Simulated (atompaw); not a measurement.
u(r) = r·R(r): atom against pseudo-atom (potassium (K))

Columns: radius, all-electron u(r) and pseudo u(r) of the 3d shell (level -0.52 eV) of potassium in the configuration [Ne] 3s2 3p6 3d0 4s0 4p1; LDA (PW92), scalar-relativistic, PAW (atompaw) scheme, atompaw 4.2.0.5.

```csv
r (bohr),all-electron,pseudo
0.115,0.0072,0.0000
0.231,0.0336,0.0004
0.346,0.0702,0.0013
0.462,0.1091,0.0030
0.577,0.1451,0.0058
0.692,0.1765,0.0100
0.808,0.2030,0.0159
0.923,0.2243,0.0235
1.038,0.2411,0.0333
1.154,0.2544,0.0453
1.269,0.2647,0.0596
1.385,0.2727,0.0764
1.500,0.2788,0.0953
1.615,0.2836,0.1163
1.731,0.2874,0.1392
1.846,0.2904,0.1631
1.962,0.2927,0.1879
2.077,0.2945,0.2120
2.192,0.2960,0.2349
2.308,0.2972,0.2555
2.423,0.2982,0.2725
2.538,0.2990,0.2855
2.654,0.2997,0.2942
2.769,0.3004,0.2989
2.885,0.3010,0.3009
3.000,0.3017,0.3017
```

Question: How many radial nodes do the two functions have?

Answer: The all-electron 3d function has n − l − 1 = 0; the pseudo-wave has 0.

Question: Is the pseudo-wave norm-conserving?

Answer: No, it belongs to a PAW set: the norm inside the radius is not constrained, and the difference is carried by the augmentation charge.
